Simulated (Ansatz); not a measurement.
C$_{3}$H$_{10}$BO$_{3}$, charge +1, singlet, geometry from GFN2-xTB. Base run: CCSD/6-31G (Ansatz, a program for electronic structure).

Input for Ansatz:
Ansatz 0.2 input:
```yaml
crystal:
  periodic: [false, false, false]
  atoms:
    - {symbol: C, position_ang: [0.15683431, 2.53425652, -0.34785853]}
    - {symbol: O, position_ang: [-0.53708415, 1.31730493, -0.09618469]}
    - {symbol: B, position_ang: [-0.12483788, 0.08001048, 0.00055359]}
    - {symbol: O, position_ang: [-0.80250431, -1.02543469, 0.18071736]}
    - {symbol: C, position_ang: [-2.22288310, -1.16389613, 0.26844763]}
    - {symbol: O, position_ang: [1.38032908, -0.19975549, -0.13585076]}
    - {symbol: C, position_ang: [1.90550999, -1.52900677, 0.09327589]}
    - {symbol: H, position_ang: [0.84460794, 2.42826681, -1.18766603]}
    - {symbol: H, position_ang: [0.69494662, 2.85168721, 0.54740565]}
    - {symbol: H, position_ang: [-0.59875153, 3.27995768, -0.59103949]}
    - {symbol: H, position_ang: [-2.71528689, -0.19472882, 0.22236326]}
    - {symbol: H, position_ang: [-2.44643146, -1.65871481, 1.21278740]}
    - {symbol: H, position_ang: [-2.54765464, -1.79182191, -0.56050416]}
    - {symbol: H, position_ang: [1.94869990, 0.47036884, 0.27633700]}
    - {symbol: H, position_ang: [2.91138608, -1.57342308, -0.32151260]}
    - {symbol: H, position_ang: [1.91459255, -1.77025310, 1.15555638]}
    - {symbol: H, position_ang: [1.25538843, -2.22643081, -0.42914037]}
basis:
  gaussian:
    orbitals: 6-31G
total_charge: 1
magnetization: {spin_polarized: false}
correlation: {method: ccsd}
```

The base run was repeated with changes; each row names its change, and settings that it needs were set with it.

| change | ΔE vs base (kcal/mol) | MP2 correlation (Eh) | CC correlation without the perturbative part (Eh) | basis functions |
|---|---|---|---|---|
| base | 0.000 | -0.67241 | -0.72510 | 83 |
| method = mp2 | 33.06 | -0.67241 | - | 83 |
| method = bccd_t | -9.99 | -0.67241 | -0.72309 | 83 |
| diis_vectors = 2 | 0.000 | -0.67241 | -0.72510 | 83 |
| electrons = outside_noble_gas | 0.000 | -0.67241 | -0.72510 | 83 |
| electrons = all | ___ | ___ | ___ | 83 |
| fitting = cc-pVTZ-JKFIT (mean field), cc-pVTZ-RIFIT (correlation) | 0.035 | -0.67240 | -0.72509 | 83 |
| method = bccd | ___ | -0.67241 | -0.72309 | 83 |
| method = ccsd_t | -9.88 | -0.67241 | -0.72510 | 83 |
| method = rpa | ___ | - | - | 83 |

Q: Fill in the missing entries.

A: 
- electrons = all, ΔE vs base (kcal/mol): -5.23
- electrons = all, MP2 correlation (Eh): -0.68140
- electrons = all, CC correlation without the perturbative part (Eh): -0.73343
- method = bccd, ΔE vs base (kcal/mol): 1.26
- method = rpa, ΔE vs base (kcal/mol): -9.02
